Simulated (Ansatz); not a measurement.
`[Cl][SnH]([Cl])[Br]` and `[OH][SnH]([Cl])[Br]` differ in one atom or group.

Ansatz, PBE0-D4/def2-TZVP geometries, multiplicity 1. Each molecule was computed in one conformer, which needn't be the lowest.

Elements past krypton have def2 core potentials. Scalar relativity is left out up to krypton. Spin–orbit coupling is left out; it splits and shifts lone-pair levels of the heavy atoms by tenths of an eV.

| property | `[Cl][SnH]([Cl])[Br]` |
| --- | --- |
| LUMO energy (B3LYP/def2-TZVPP) / eV | -2.69 |
| HOMO–LUMO gap (B3LYP/def2-TZVPP) / eV | 6.00 |
| LUMO energy (PBE0/def2-TZVPP) / eV | -2.39 |
| ideal-gas entropy at 298 K and 1 bar (rigid rotor, harmonic PBE0-D4/def2-TZVP) / J/(mol·K) | 366 |
| HOMO energy (B3LYP/def2-TZVPP) / eV | -8.69 |
| size of the dipole moment (ωB97M-V/def2-TZVPP) / D | 1.92 |

Problem. Give the same properties after the change, and the shifts. (Estimate.)

Solution. The calculation gave: 
```csv
property,`[OH][SnH]([Cl])[Br]`,shift
LUMO energy (B3LYP/def2-TZVPP) / eV,-2.28,0.41
HOMO–LUMO gap (B3LYP/def2-TZVPP) / eV,6.23,0.23
LUMO energy (PBE0/def2-TZVPP) / eV,-1.97,0.42
"ideal-gas entropy at 298 K and 1 bar (rigid rotor, harmonic PBE0-D4/def2-TZVP) / J/(mol·K)",367,1
HOMO energy (B3LYP/def2-TZVPP) / eV,-8.51,0.18
size of the dipole moment (ωB97M-V/def2-TZVPP) / D,0.81,-1.11
```

With PBE0 the HOMO rises by 0.19 eV and the LUMO rises by 0.42 eV, so the gap widens by about 0.23 eV. PBE moves the HOMO by 0.23 eV and ωB97M-V by 0.17 eV. The zero-point energy changes by 31.5 kJ/mol with +3 modes. Dipoles are sizes alone; their direction can turn.

B3LYP here is the variant with VWN-RPA as its local correlation; programs differ in this.
